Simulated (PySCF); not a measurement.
**Boron: a sound run and one with changed settings**

Sound run: B+ [He] 2s2, B(2+) [He] 2s1. All numbers are calculated (PySCF 2.14, the spin-free X2C one-electron Hamiltonian (Gaussian nucleus), in jorge-DZP-DKH). In the sound run the correlated levels freeze 1s2. The sound run starts from symmetry-adapted Hartree-Fock orbitals and uses a fine grid where one is needed.

Changed run: all electrons correlated in a basis built for the valence shell.

| species | method | sound run (hartree) | changed run (hartree) | converged |
| --- | --- | --- | --- | --- |
| B+ | MP2 | -24.27514 | -24.28810 | yes |
| B+ | CCSD(T) | -24.30112 | -24.31509 | yes |
| B(2+) | MP2 | n/a | -23.39353 | yes |
| B(2+) | CCSD(T) | n/a | -23.39490 | yes |

Ionisation energy of B+:

| method | sound run (eV) | changed run (eV) |
| --- | --- | --- |
| UHF | 23.437 | 23.437 |
| MP2 | 24.341 | 24.342 |
| SCS-MP2 | 24.522 | 24.523 |
| CCSD | 25.048 | 25.035 |
| CCSD(T) | 25.048 | 25.039 |

A valence basis has no tight correlating functions, so it recovers only part of the core correlation, and not evenly between atom and ion.

For comparison, NIST gives 25.155 eV between the lowest levels.
